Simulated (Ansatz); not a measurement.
`[AlH2][C@H]1C[Si@@H]1S` and `S[SiH]1CC1` differ in one atom or group.

Ansatz, PBE0-D4/def2-TZVP geometries, multiplicity 1. Each molecule was computed in one conformer, which needn't be the lowest.

```json
{"property": "size of the dipole moment (B3LYP/def2-TZVPP) / D", "`[AlH2][C@H]1C[Si@@H]1S`": "1.57"}
{"property": "HOMO energy (PBE/def2-TZVPP) / eV", "`[AlH2][C@H]1C[Si@@H]1S`": "-5.72"}
{"property": "HOMO–LUMO gap (PBE/def2-TZVPP) / eV", "`[AlH2][C@H]1C[Si@@H]1S`": "3.86"}
{"property": "ideal-gas entropy at 298 K and 1 bar (rigid rotor, harmonic PBE0-D4/def2-TZVP) / J/(mol·K)", "`[AlH2][C@H]1C[Si@@H]1S`": "374"}
{"property": "size of the dipole moment (PBE/def2-TZVPP) / D", "`[AlH2][C@H]1C[Si@@H]1S`": "1.63"}
{"property": "LUMO energy (PBE0/def2-TZVPP) / eV", "`[AlH2][C@H]1C[Si@@H]1S`": "-1.10"}
```

Q: Give the same properties after the change, and the shifts. (Best estimate.)

A: The calculation gave: 
```tsv
property	`S[SiH]1CC1`	shift
size of the dipole moment (B3LYP/def2-TZVPP) / D	0.95	-0.62
HOMO energy (PBE/def2-TZVPP) / eV	-5.78	-0.06
HOMO–LUMO gap (PBE/def2-TZVPP) / eV	5.07	1.21
ideal-gas entropy at 298 K and 1 bar (rigid rotor, harmonic PBE0-D4/def2-TZVP) / J/(mol·K)	318	-56
size of the dipole moment (PBE/def2-TZVPP) / D	0.96	-0.67
LUMO energy (PBE0/def2-TZVPP) / eV	0.17	1.27
```

With PBE0 the HOMO falls by 0.16 eV and the LUMO rises by 1.27 eV, so the gap widens by about 1.43 eV. PBE moves the HOMO by -0.06 eV and ωB97M-V by -0.24 eV. The zero-point energy changes by -8.8 kJ/mol with -6 modes. Dipoles are sizes alone; their direction can turn.

B3LYP here is the variant with VWN-RPA as its local correlation; programs differ in this.
